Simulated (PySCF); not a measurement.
# NMR data sheet: C$_{7}$H$_{10}$ClFO

* Formula: C7H10ClFO
* SMILES: C[C@@H]1[C@@H](F)C[C@]1(C)C(=O)Cl
* InChI: InChI=1S/C7H10ClFO/c1-4-5(9)3-7(4,2)6(8)10/h4-5H,3H2,1-2H3/t4-,5+,7+/m1/s1
* Point group of the computed structure: C1
* Degrees of unsaturation: 2
* Carbon signals: 7
* Proton signals: 6

Bonds (- single, = double, # triple, : aromatic): C1-C2, C2-C3, C3-F4, C3-C5, C5-C6, C6-C7, C6-C8, C8=O9, C8-Cl10, C6-C2. C1 carries H11, H12, H13; C2 carries H14; C3 carries H15; C5 carries H16, H17; C7 carries H18, H19, H20. Stereochemistry as in C[C@@H]1[C@@H](F)C[C@]1(C)C(=O)Cl. H17 is cis to C1 on the ring; H16 is trans to C1 on the ring.

In vacuum, equivalent nuclei averaged, no relativistic terms, one computed conformer. GIAO PBE0/pcSseg-1 shieldings; GFN2-xTB geometry; PySCF.

Shifts are taken against calculated references (same method and geometry level): 1H and 13C vs TMS; CFCl3 for 19F; H2O for 17O.

| carbon | δC, type | δH (multiplicity) | HMBC from (2–3 bonds) | span of the C tensor (ppm) |
| --- | --- | --- | --- | --- |
| C1 | 17.3, CH3 | 1.32 (d) | H15, H14 | 21 |
| C2 | 52.3, CH | 2.39 (m) | H15, H17, H16, H18/H19/H20, H11/H12/H13 | 39 |
| C3 | 90.8, CH | 4.57 (m) | H17, H14, H16, H11/H12/H13 | 88 |
| C5 | 39.4, CH2 | H16 1.92 (m); H17 3.28 (m) | H15, H14, H18/H19/H20 | 40 |
| C6 | 49.1, C | – | H15, H17, H14, H16, H18/H19/H20, H11/H12/H13 | 44 |
| C7 | 29.5, CH3 | 1.66 (s) | H17, H14, H16 | 46 |
| C8 | 191.1, C | – | H17, H14, H16, H18/H19/H20 | 171 |

Other nuclei:
| atoms | nucleus | environment | δ (ppm) | σ (ppm) |
| --- | --- | --- | --- | --- |
| F4 | 19F | fluorine on an sp3 carbon | -190.4 | 361.4 |
| O9 | 17O | carbonyl oxygen | 597.2 | -261.1 |

- Carbon types of the structure: 2 × C, 2 × CH, 1 × CH2, 2 × CH3, which accounts for all hydrogens.
- δC 191.1: carbonyl carbon.
- δC 90.8: sp3 CH bonded to F; the inductive effect lowers its shielding.
- δC 52.3: sp3 CH in a ring; saturated and bonded to C and H only.
- δC 39.4: sp3 CH2 in a ring; saturated and bonded to C and H only.
- δH 4.57: hydrogen on an sp3 CH bonded to F; its carbon carries F, an electronegative neighbour.

Carbons that carry Cl, above all several Cl atoms, come out too deshielded, partly because spin–orbit coupling is missing. Splittings by 19F in the carbon and heteronuclear signals aren't shown, as no couplings were computed. Shifts are as computed. Against solution values, carbons near 30 ppm lie about +3 ppm off and those near 130 ppm about +5 ppm; carbons on Cl a further +6 ppm. Of 1211 compounds with measured shifts, 218 miss one by over three times the rms of a fit or turn the order of signals round; such compounds aren't used in these exercises. Unscaled 19F shifts against computed CFCl3 carry errors that often reach 10 to 50 ppm. Unscaled 17O shifts of doubly bonded oxygen tend to come out too high, by tens of ppm or more. Experimental scales use liquid or dissolved standards, which lie at an offset from isolated H2O (liquid H2O: subtract about 36 ppm). No couplings were computed; multiplicities are counted from neighbouring protons, with m where these are inequivalent, close in shift, in a saturated or five-membered ring or joined by F or P, and br s for small geminal =CH2 splittings.
